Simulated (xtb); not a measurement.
HgI (SMILES [I][Hg]), doublet, at a GFN2-xTB geometry (such geometries of metal compounds can be far from the true shape) (the spin is typed, not shown lowest); GFN0-xTB in xtb 6.7.1.

Here is a job for xtb.
```
$ xtb mol.xyz --gfn 0 --uhf 1 --acc 0.0001 --json

# file mol.xyz
2

Hg    -0.00000000    -0.00000000    -1.18466166
I      0.00000000     0.00000000     1.78816854
```

It wrote (shortened):

```
   ID    Z sym.   atoms
    1   80 Hg     1
    2   53 I      2

           -------------------------------------------------
          |                Calculation Setup                |
           -------------------------------------------------

           -------------------------------------------------
          |                 G F N 0 - x T B                 |
           -------------------------------------------------

          ...................................................
          :                      SETUP                      :
          :.................................................:
          :  # basis functions                  14          :
          :  # atomic orbitals                  13          :
          :  # shells                            5          :
          :  # electrons                         9          :
          :  electronic temp.          300.0000000     K    :
          :  accuracy                    0.0001000          :
          :  -> integral cutoff          0.6500000E+02      :
          :  -> integral neglect         0.1000000E-11      :
          ...................................................

         :::::::::::::::::::::::::::::::::::::::::::::::::::::
         ::                     SUMMARY                     ::
         :::::::::::::::::::::::::::::::::::::::::::::::::::::
         :: total energy              -4.402065234831 Eh    ::
         :: gradient norm              0.008966052784 Eh/a0 ::
         :: HOMO-LUMO gap              8.077934641375 eV    ::
         ::.................................................::
         :: H0 energy                 -4.389773578406 Eh    ::
         :: repulsion energy           0.001071227383 Eh    ::
         :: electrostat energy        -0.013097582759 Eh    ::
         :: -> Gsolv                   0.000000000000 Eh    ::
         ::    -> Gsasa                0.000000000000 Eh    ::
         ::    -> Gshift               0.000000000000 Eh    ::
         :: dispersion energy         -0.000265301049 Eh    ::
         :: short-range corr.          0.000000000000 Eh    ::
         :: add. restraining           0.000000000000 Eh    ::
         :: total charge               0.000000000000 e     ::
         :::::::::::::::::::::::::::::::::::::::::::::::::::::

           -------------------------------------------------
          |                Property Printout                |
           -------------------------------------------------

    * Orbital Energies and Occupations

         #    Occupation            Energy/Eh            Energy/eV
      -------------------------------------------------------------
         1        2.0000           -0.6567521             -17.8711
         2        2.0000           -0.4766400             -12.9700
         3        2.0000           -0.4304069             -11.7120
         4        2.0000           -0.4304069             -11.7120
         5        1.0000           -0.4013618             -10.9216 (HOMO)
         6                         -0.1045032              -2.8437 (LUMO)
         7                         -0.1045032              -2.8437
         8                         -0.0505663              -1.3760
         9                         -0.0505663              -1.3760
        10                         -0.0276223              -0.7516
        11                          0.0131093               0.3567
        12                          0.0131093               0.3567
        13                          0.4270986              11.6219
      -------------------------------------------------------------
                  HL-Gap            0.2968586 Eh            8.0779 eV
             Fermi-level            0.0000000 Eh            0.0000 eV

     #   Z          covCN         q      C6AA      α(0)
     1  80 Hg       0.843     0.123   345.682    35.888
     2  53 I        0.843    -0.123   379.288    33.641

 Mol. C6AA /au·bohr⁶  :       1446.389661
 Mol. C8AA /au·bohr⁸  :     138808.817769
 Mol. α(0) /au        :         69.529609

Wiberg/Mayer (AO) data.
largest (>0.10) Wiberg bond orders for each atom

 ---------------------------------------------------------------------------
     #   Z sym  total        # sym  WBO       # sym  WBO       # sym  WBO
 ---------------------------------------------------------------------------
     1  80 Hg   0.920 --     2 I    0.920
     2  53 I    0.920 --     1 Hg   0.920
 ---------------------------------------------------------------------------

Topologies differ in total number of bonds
Writing topology from bond orders to xtbtopo.mol

 dipole moment from electron density (au)
     X       Y       Z
  -0.0000  -0.0000  -1.6552  total (Debye):    4.207

           -------------------------------------------------
          | TOTAL ENERGY               -4.402065234831 Eh   |
          | GRADIENT NORM               0.008966052784 Eh/α |
          | HOMO-LUMO GAP               8.077934641375 eV   |
           -------------------------------------------------

normal termination of xtb
```
